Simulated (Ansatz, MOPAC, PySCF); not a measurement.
System: C₃H₁₀GeO₃, charge 0, multiplicity 1. SMILES: C[O][GeH]([O]C)[O]C
Geometry from a B3LYP-D3(BJ)/def2-TZVP (Ansatz, a program for electronic structure) optimisation:
```xyz
17

C     -0.8010     2.2670    -0.9337
O     -0.2195     1.4554     0.0734
Ge     0.1196    -0.2695    -0.2061
O     -1.1439    -1.2848     0.4950
C     -2.5070    -0.9436     0.2851
O      1.5398    -0.7031     0.7385
C      2.7576     0.0016     0.5294
H     -0.4688     3.2947    -0.7770
H     -1.8939     2.2424    -0.8764
H     -0.5022     1.9619    -1.9435
H      0.2884    -0.4917    -1.7238
H     -2.7763    -0.9577    -0.7779
H     -3.1135    -1.6892     0.7997
H     -2.7440     0.0427     0.6951
H      3.1187    -0.1015    -0.5005
H      2.6515     1.0651     0.7606
H      3.5018    -0.4315     1.1979
```
Charge 0, spin multiplicity 1.

Property: size of the dipole moment, in D. Conventions: dispersion terms only where a functional's name holds one; 6-31G* and kin with 6d, 5d where marked; non-relativistic; no spin-orbit coupling; LANL2DZ with its own core potentials from Na on. Ab initio and DFT rows: single points at B3LYP-D3(BJ) geometries (Ansatz). Semi-empirical rows: dipoles at the shared geometry.

```
level                                    program  size of the dipole moment (D)
---------------------------------------  -------  -----------------------------
PM3                                        MOPAC                           3.04
PBE/def2-SVP                              Ansatz                           2.79
BLYP/6-31G* with LANL2DZ past Ar          Ansatz                           2.90
BP86/def2-SVP                              PySCF                           2.81
BP86/6-31G* with LANL2DZ past Ar (5d)      PySCF                           2.94
B3LYP/STO-3G                              Ansatz                           2.11
B3LYP/6-31G                               Ansatz                           4.07
B3LYP/6-31G*                              Ansatz                           3.09
B3LYP/6-31G**                             Ansatz                           3.08
B3LYP/6-31G* with LANL2DZ past Ar         Ansatz                           3.15
M06-2X/6-31G* with LANL2DZ past Ar (5d)    PySCF                           3.30
```

No value to compare with is used here. The 11 habitual levels span 2.11 (B3LYP/STO-3G) to 4.07 D (B3LYP/6-31G).

The levels are drawn from those run, B3LYP/6-31G* more often than the rest, none by its result; left out are runs that failed, that the program found above a lower state of the same kind, or whose <S^2> lies over 0.5 above the pure value.
